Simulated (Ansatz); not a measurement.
TaSi₃NO₃H₁₀⁺, that is Ta(NH)(OSiH3)3 with one electron fewer. Charge 1, multiplicity 2. Geometry PBE-D4/def2-SVP, that of the neutral singlet; atoms count from 1.

```xyz
18

Ta   -0.020    0.091   -0.047
N    -0.272    1.637   -0.904
H    -0.417    2.520   -1.393
O     1.450    0.310    1.182
Si    2.703    1.150    1.932
H     2.671    2.601    1.532
H     4.017    0.545    1.520
H     2.545    1.033    3.423
O     0.387   -1.268   -1.352
Si    0.657   -1.872   -2.902
H     0.532   -0.769   -3.918
H    -0.358   -2.943   -3.192
H     2.038   -2.462   -2.963
O    -1.638   -0.348    0.905
Si   -3.222   -0.105    1.426
H    -3.772    1.167    0.841
H    -3.235   -0.019    2.927
H    -4.065   -1.269    0.984
```

In the def2 sets Ta takes a core potential; there is no spin–orbit coupling.

Question: Estimate the Mulliken populations from the PBE0/def2-TZVP orbitals of Ansatz.

Answer: 
| atom | charge (e) | spin (α − β) | d electrons |
| --- | --- | --- | --- |
| Ta1 | 1.64 | -0.03 | 2.48 |
| N2 | -0.40 | 0.89 | – |
| H3 | 0.31 | -0.02 | – |
| O4 | -0.52 | 0.01 | – |
| Si5 | 0.27 | 0.00 | – |
| H6 | 0.01 | 0.00 | – |
| H7 | 0.02 | 0.00 | – |
| H8 | 0.03 | 0.00 | – |
| O9 | -0.52 | 0.04 | – |
| Si10 | 0.27 | 0.00 | – |
| H11 | 0.01 | 0.01 | – |
| H12 | 0.03 | 0.00 | – |
| H13 | 0.03 | 0.00 | – |
| O14 | -0.50 | 0.09 | – |
| Si15 | 0.26 | 0.00 | – |
| H16 | 0.02 | 0.01 | – |
| H17 | 0.03 | 0.00 | – |
| H18 | 0.03 | 0.00 | – |
Mulliken values depend strongly on the basis.

Question: Where does the spin sit?

Answer: Summed by element: Ta -0.03, N 0.89, H 0.00, O 0.14, Si 0.00, of 1 unpaired in all. Largest on single atoms: N2 0.89, O14 0.09, O9 0.04.

Question: And the Mayer bond orders between heavy atoms (over 0.3)?

Answer: Ta1–N2 1.43 (1.79 Å); Ta1–O4 1.16 (1.93 Å); Ta1–O9 1.16 (1.93 Å); Ta1–O14 1.17 (1.93 Å); O4–Si5 0.97 (1.69 Å); O9–Si10 0.96 (1.69 Å); O14–Si15 0.95 (1.69 Å).
